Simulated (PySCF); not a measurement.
Geometry (Å), atoms numbered from 1 in this order:
```xyz
25

Si    0.034    0.069    0.038
C    -0.214   -0.017    1.899
C     0.256   -1.312    2.556
H    -1.290    0.139    2.093
H     0.297    0.856    2.344
H     0.049   -1.322    3.637
H    -0.246   -2.188    2.116
H     1.340   -1.462    2.432
C     1.842   -0.133   -0.437
C     2.103   -0.223   -1.938
H     2.220   -1.037    0.070
H     2.400    0.712    0.006
H     3.171   -0.371   -2.160
H     1.553   -1.064   -2.389
H     1.785    0.691   -2.464
C    -0.697    1.644   -0.681
C    -2.195    1.824   -0.452
H    -0.471    1.651   -1.761
H    -0.132    2.493   -0.255
H    -2.574    2.743   -0.925
H    -2.766    0.979   -0.868
H    -2.440    1.884    0.620
N    -0.833   -1.273   -0.661
C    -1.381   -2.203   -1.174
O    -1.920   -3.114   -1.675
```

Geometry: PBE0-D3(BJ)/def2-SVP; GIAO absolute shieldings from PySCF, gas phase, non-relativistic, averaged over equivalent atoms.

At PBE0/pcSseg-1 (252 basis functions, 61 s wall time on 1 thread of an Arm Neoverse V2, shared host):
```
                           atoms  σ (ppm)
                             Si1    347.2
                             C24     56.9
                      C3/C10/C17    176.4
                       C2/C9/C16    177.1
H6/H7/H8/H13/H14/H15/H20/H21/H22    30.22
           H4/H5/H11/H12/H18/H19    30.81
                             N23    223.0
                             O25    201.2
```

Q: What do these become at KT2/pcSseg-1?

A: 
| atoms | σ at KT2/pcSseg-1 | change |
| --- | --- | --- |
| Si1 | 358.7 | +11.5 |
| C24 | 64.6 | +7.7 |
| C3/C10/C17 | 174.4 | -2.0 |
| C2/C9/C16 | 174.1 | -3.0 |
| H6/H7/H8/H13/H14/H15/H20/H21/H22 | 30.11 | -0.11 |
| H4/H5/H11/H12/H18/H19 | 30.61 | -0.20 |
| N23 | 224.3 | +1.3 |
| O25 | 202.7 | +1.5 |

The largest change is at Si1 (silicon bonded to 3 C, N). Cost: 252 basis functions, 68 s wall time on 1 thread of an Arm Neoverse V2, shared host. The order of the carbon signals changes between the two levels.
